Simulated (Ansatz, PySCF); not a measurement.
Here is a job for PySCF.
```python
from pyscf import gto, scf, dft

mol = gto.M(
    atom='''
Bi    0.214011    0.095505    0.087378
F    -1.103766    0.603394   -1.257362
F    -0.869888   -1.484165    0.451543
''',
    basis='def2-svpd',
    ecp={'Bi': 'def2-svpd'},
    charge=1,
    spin=0,
    verbose=4,
)

mf = dft.RKS(mol)
mf.xc = 'pbe'
mf.grids.atom_grid = (99, 590)
mf.grids.prune = None
mf.kernel()
```

### Question
Give the equivalent Ansatz (a program for electronic structure) input.

### Answer
One answer among several that fit: 
Ansatz 0.2 input:
```yaml
crystal:
  periodic: [false, false, false]
  atoms:
    - {symbol: Bi, position_ang: [0.21401065, 0.09550529, 0.08737795]}
    - {symbol: F, position_ang: [-1.10376564, 0.60339354, -1.25736162]}
    - {symbol: F, position_ang: [-0.86988811, -1.48416454, 0.45154277]}
basis:
  gaussian:
    orbitals: def2-SVPD
hamiltonian:
  xc: pbe
total_charge: 1
accuracy: high
```

Both were run: PySCF gave -413.746287 Eh and Ansatz -413.746266 Eh, 0.021 mEh apart.
